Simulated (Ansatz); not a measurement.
Start from `BS[SiH2]C` and change one atom or group to get `C[SiH2]S[SiH3]`.

Ansatz, PBE0-D4/def2-TZVP geometries, multiplicity 1. Each molecule was computed in one conformer, which needn't be the lowest.

```csv
property,`BS[SiH2]C`
size of the dipole moment (ωB97M-V/def2-TZVPP) / D,1.69
HOMO–LUMO gap (B3LYP/def2-TZVPP) / eV,6.24
LUMO energy (PBE/def2-TZVPP) / eV,-2.34
HOMO–LUMO gap (PBE/def2-TZVPP) / eV,4.61
LUMO energy (B3LYP/def2-TZVPP) / eV,-1.58
HOMO energy (PBE0/def2-TZVPP) / eV,-8.06
```

(1) Give the same properties after the change, and the shifts. (Best estimate.)

Answers

(1) Ansatz gave: 
```tsv
property	`C[SiH2]S[SiH3]`	shift
size of the dipole moment (ωB97M-V/def2-TZVPP) / D	1.06	-0.63
HOMO–LUMO gap (B3LYP/def2-TZVPP) / eV	7.06	0.82
LUMO energy (PBE/def2-TZVPP) / eV	-0.74	1.60
HOMO–LUMO gap (PBE/def2-TZVPP) / eV	5.44	0.83
LUMO energy (B3LYP/def2-TZVPP) / eV	-0.07	1.51
HOMO energy (PBE0/def2-TZVPP) / eV	-7.36	0.70
```

With PBE0 the HOMO rises by 0.70 eV and the LUMO rises by 1.51 eV, so the gap widens by about 0.81 eV. PBE moves the HOMO by 0.77 eV and ωB97M-V by 0.68 eV. Dipoles are sizes alone; their direction can turn.

B3LYP here is the variant with VWN-RPA as its local correlation; programs differ in this.
